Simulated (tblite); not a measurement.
Compound: C₅H₉ClOSi₂.
Atom-mapped SMILES: `[CH3:1][C:2](=[O:3])[Si@@:4]1([Cl:5])[CH:6]=[CH:7][CH2:8][SiH2:9]1` (hydrogens: H10, H11, H12 on C1; H13 on C6; H14 on C7; H15, H16 on C8; H17, H18 on Si9)

Computed with GFN2-xTB (tblite), gas phase: L-BFGS steps from a force-field or distance-geometry start until the largest atomic force falls under 0.01 eV/Å.

Step 105: E = -743.9446 eV
```
atom  x, y, z in Å  |  force x, y, z in eV/Å
C1      3.2279   -0.1868    0.3048    0.000   0.046  -0.059
C2      1.8055   -0.2145    0.7834   -0.052   0.013  -0.023
O3      1.4852   -0.6407    1.8701    0.035   0.008  -0.016
Si4     0.4157    0.4631   -0.3808   -0.034   0.010  -0.061
Cl5     1.3265    1.4849   -1.9064    0.033   0.002  -0.019
C6     -0.5967   -0.9688   -1.0912   -0.035   0.001   0.066
C7     -1.8933   -1.0213   -0.7956    0.043   0.020  -0.014
C8     -2.6054   -0.0074    0.0438    0.006   0.013   0.023
Si9    -1.4169    1.3496    0.7073   -0.023  -0.022   0.033
H10     3.4817    0.8050   -0.0599   -0.053   0.057   0.005
H11     3.3232   -0.8694   -0.5373   -0.007  -0.048  -0.012
H12     3.9171   -0.4739    1.0912    0.045  -0.084   0.092
H13    -0.1650   -1.7372   -1.7156    0.030  -0.032  -0.021
H14    -2.5109   -1.8316   -1.1760    0.024   0.074   0.023
H15    -3.4272    0.4098   -0.5431    0.011   0.014  -0.018
H16    -3.0843   -0.5192    0.8795   -0.031  -0.078   0.011
H17    -1.3773    1.2839    2.1668    0.012  -0.002   0.048
H18    -1.9146    2.6806    0.3474   -0.004   0.010  -0.058
```

Step 106: E = -743.9463 eV
```
atom  x, y, z in Å  |  force x, y, z in eV/Å
C1      3.2198   -0.1944    0.3099    0.132   0.030  -0.046
C2      1.7944   -0.2152    0.7796   -0.023   0.025  -0.050
O3      1.4689   -0.6448    1.8628   -0.004   0.002   0.012
Si4     0.4151    0.4749   -0.3914   -0.015   0.012  -0.039
Cl5     1.3394    1.4882   -1.9135    0.035   0.004  -0.018
C6     -0.5941   -0.9588   -1.0994    0.023  -0.006   0.016
C7     -1.8870   -1.0217   -0.7949   -0.014   0.019   0.019
C8     -2.5987   -0.0165    0.0559   -0.033   0.019   0.043
Si9    -1.4185    1.3621    0.6936   -0.047  -0.021   0.012
H10     3.4926    0.8115   -0.0121   -0.074  -0.070   0.038
H11     3.3094   -0.8463   -0.5617   -0.001   0.038   0.096
H12     3.8994   -0.5250    1.0962   -0.068  -0.022  -0.077
H13    -0.1620   -1.7192   -1.7341    0.026  -0.034  -0.003
H14    -2.4999   -1.8383   -1.1688    0.010   0.081   0.011
H15    -3.4452    0.3819   -0.5116    0.056   0.001   0.002
H16    -3.0469   -0.5350    0.9061   -0.015  -0.061  -0.015
H17    -1.3695    1.3160    2.1533    0.010   0.001   0.053
H18    -1.9258    2.6869    0.3184    0.000  -0.018  -0.052
```

Step 107: E = -743.9477 eV
```
atom  x, y, z in Å  |  force x, y, z in eV/Å
C1      3.2207   -0.1935    0.3077    0.076  -0.033   0.010
C2      1.7951   -0.2156    0.7795    0.013   0.029  -0.080
O3      1.4754   -0.6458    1.8636   -0.044  -0.012   0.053
Si4     0.4137    0.4744   -0.3901    0.005   0.025  -0.012
Cl5     1.3415    1.4838   -1.9138    0.024   0.000  -0.011
C6     -0.5933   -0.9610   -1.0943    0.039   0.003  -0.017
C7     -1.8873   -1.0187   -0.7951    0.007   0.013   0.017
C8     -2.5996   -0.0148    0.0556    0.012   0.005   0.031
Si9    -1.4214    1.3617    0.6968   -0.013   0.003  -0.012
H10     3.4850    0.8103   -0.0168   -0.022   0.012   0.009
H11     3.3117   -0.8493   -0.5591    0.001   0.021   0.058
H12     3.8999   -0.5210    1.0960   -0.065  -0.006  -0.082
H13    -0.1615   -1.7205   -1.7312    0.018  -0.028   0.011
H14    -2.4991   -1.8321   -1.1729   -0.027   0.043   0.001
H15    -3.4424    0.3840   -0.5131    0.004   0.027  -0.026
H16    -3.0493   -0.5368    0.9010   -0.040  -0.075   0.034
H17    -1.3667    1.3155    2.1559    0.004   0.001   0.058
H18    -1.9313    2.6855    0.3187    0.008  -0.029  -0.041
```

Step 108: E = -743.9490 eV
```
atom  x, y, z in Å  |  force x, y, z in eV/Å
C1      3.2178   -0.1952    0.3133   -0.013  -0.013  -0.014
C2      1.7877   -0.2194    0.7740    0.017   0.020  -0.025
O3      1.4630   -0.6569    1.8544   -0.052   0.010  -0.002
Si4     0.4127    0.4797   -0.3997    0.026   0.029   0.018
Cl5     1.3510    1.4872   -1.9187    0.017  -0.006  -0.004
C6     -0.5930   -0.9566   -1.1017    0.035   0.005  -0.036
C7     -1.8851   -1.0169   -0.7946    0.027   0.010   0.014
C8     -2.5963   -0.0197    0.0654    0.007  -0.021   0.038
Si9    -1.4223    1.3675    0.6907    0.009   0.009  -0.013
H10     3.4848    0.8129    0.0047   -0.006   0.008   0.011
H11     3.3099   -0.8388   -0.5615    0.021   0.009   0.042
H12     3.8858   -0.5364    1.1031   -0.020  -0.010  -0.060
H13    -0.1632   -1.7129   -1.7451    0.004  -0.011   0.032
H14    -2.4949   -1.8314   -1.1709   -0.053   0.025  -0.006
H15    -3.4515    0.3689   -0.4924    0.012   0.025  -0.010
H16    -3.0271   -0.5496    0.9169   -0.031  -0.046   0.012
H17    -1.3529    1.3363    2.1507   -0.007   0.001   0.035
H18    -1.9352    2.6875    0.2997    0.008  -0.045  -0.031
```

Task: Estimate the geometry and energy of step 109. (The exact step hangs on the optimiser's Hessian estimate; all steps are aligned on step 108, rigid shifts and turns removed.)

Result: E = -743.9501 eV, largest force 0.087 eV/Å
```
atom  x, y, z in Å  |  force x, y, z in eV/Å
C1      3.2131   -0.1971    0.3198   -0.041   0.002   0.004
C2      1.7792   -0.2231    0.7686    0.008   0.003   0.023
O3      1.4474   -0.6690    1.8443   -0.055   0.035  -0.057
Si4     0.4125    0.4862   -0.4104    0.040   0.024   0.032
Cl5     1.3605    1.4936   -1.9243    0.011  -0.015   0.007
C6     -0.5932   -0.9499   -1.1129    0.044   0.000  -0.026
C7     -1.8818   -1.0160   -0.7929    0.007   0.010  -0.003
C8     -2.5917   -0.0263    0.0773    0.008  -0.026   0.032
Si9    -1.4221    1.3733    0.6828    0.028  -0.001   0.001
H10     3.4838    0.8155    0.0297    0.008   0.004   0.016
H11     3.3088   -0.8261   -0.5635    0.029  -0.012   0.005
H12     3.8718   -0.5552    1.1096   -0.009   0.005  -0.058
H13    -0.1653   -1.7050   -1.7597   -0.007   0.007   0.036
H14    -2.4927   -1.8302   -1.1674   -0.054   0.010  -0.008
H15    -3.4602    0.3526   -0.4678    0.026   0.014   0.006
H16    -3.0022   -0.5643    0.9347   -0.024  -0.020   0.001
H17    -1.3402    1.3597    2.1432   -0.015   0.001   0.017
H18    -1.9367    2.6877    0.2772   -0.003  -0.040  -0.028
```

The energy changes by -0.0011 eV. The first-order estimate −F·Δx gives -0.0015 eV and the mean of the old and new forces, exact on a quadratic surface, -0.0011 eV. The step makes an angle of 84° with the force vector and moves no atom by more than 0.034 Å.

What follows is the cost of the whole relaxation. Hardware: Arm Neoverse N1, one thread, shared host. Cost: 2.7 s of wall time.
